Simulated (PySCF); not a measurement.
# Computed records: CH5FSi2, CH3FSi2

Calculation on a computer-drawn molecule: the log of a Hartree-Fock and frozen-core CCSD(T) single point meant for a local Hartree-Fock minimum, with one planted fault or none, to be diagnosed. Offsets are logged minus clean, where the clean run is the same molecule without the fault. The reference is restricted for singlets and unrestricted otherwise, and also for a bond in bohr or an excited solution. Adding or removing an electron swaps singlet and doublet. The excited solution moves the top pair (singlet) or top alpha electron (doublet) to the lowest empty orbital. Highest occupied and lowest empty are orbital energies over both spins, largest force is the largest gradient component, triples share is (T) over the correlation energy, the T1 limit is 0.02 restricted and 0.045 unrestricted, electrons count all cores, a negative frequency is imaginary (commonest isotopes), and the dipole is about the centre of nuclear charge. Program: PySCF 2.14.0.

Common to all runs: meant charge 0; meant multiplicity 1; meant basis cc-pV(D+d)Z; logged SCF converged yes; possible faults no fault, one electron removed, one electron added, multiplicity raised by two, geometry at a saddle point, SCF held on an excited solution, minimal basis STO-3G, one bond length entered in bohr, all coordinates scaled.

(1) CH5FSi2

Logged structure:
```xyz
9
CH5FSi2
C     -3.3886     0.5623     2.5115
Si    -2.8129     0.4202     0.9187
Si    -0.6330    -0.3392     0.5183
F     -0.6773    -1.6538    -0.4297
H     -2.7837     0.2737     3.3645
H     -4.3780     0.9343     2.7552
H     -3.6466     0.8180    -0.2310
H      0.1854     0.6634    -0.1880
H     -0.0003    -0.7140     1.7951
```

```
logged electrons                     : 48
logged basis functions               : 99
logged spin squared                  : 2.0281
logged highest occupied              : -6.5967 eV
logged lowest empty                  : 0.30351 eV
logged largest force                 : 0.10521 hartree/bohr
logged T1 diagnostic                 : 0.012878
logged D1 diagnostic                 : 0.036462
logged triples share                 : 0.021566
logged CC converged                  : yes
logged dipole magnitude              : 2.9781 debye
logged SCF stable within its kind    : yes
logged energy HF                     : -718.03512 hartree
logged energy CCSD(T)                : -718.57889 hartree
planted fault                        : multiplicity raised by two
HF energy offset from clean run      : 35.15 kcal/mol
CCSD(T) energy offset from clean run : 60.35 kcal/mol
```

Drawn bonds:
| atom | other atom | order |
| --- | --- | --- |
| 1 | 2 | 2 |
| 2 | 3 | 1 |
| 3 | 4 | 1 |
| 1 | 5 | 1 |
| 1 | 6 | 1 |
| 2 | 7 | 1 |
| 3 | 8 | 1 |
| 3 | 9 | 1 |

(2) CH3FSi2

Logged structure:
```xyz
7
CH3FSi2
C     -1.2257     0.8523    -2.1195
Si    -0.0603     1.3462    -0.9697
Si    -0.3975     3.4257     0.2110
F     -1.8112     3.7653    -0.5339
H     -2.0985     1.4697    -2.3047
H     -1.1695    -0.0599    -2.7042
H      1.1274     0.4970    -0.7241
```

```
logged electrons                  : 46
logged basis functions            : 89
logged spin squared               : 0
logged highest occupied           : -4.8215 eV
logged lowest empty               : -3.5634 eV
logged largest force              : 0.15397 hartree/bohr
logged CC converged               : no
logged dipole magnitude           : 7.2081 debye
logged SCF stable within its kind : no
logged energy HF                  : -716.59258 hartree
planted fault                     : SCF held on an excited solution
HF energy offset from clean run   : 177.5 kcal/mol
```

Drawn bonds:
| atom | other atom | order |
| --- | --- | --- |
| 1 | 2 | 2 |
| 2 | 3 | 1 |
| 3 | 4 | 1 |
| 1 | 5 | 1 |
| 1 | 6 | 1 |
| 2 | 7 | 1 |

Notes: CCSD not converged.
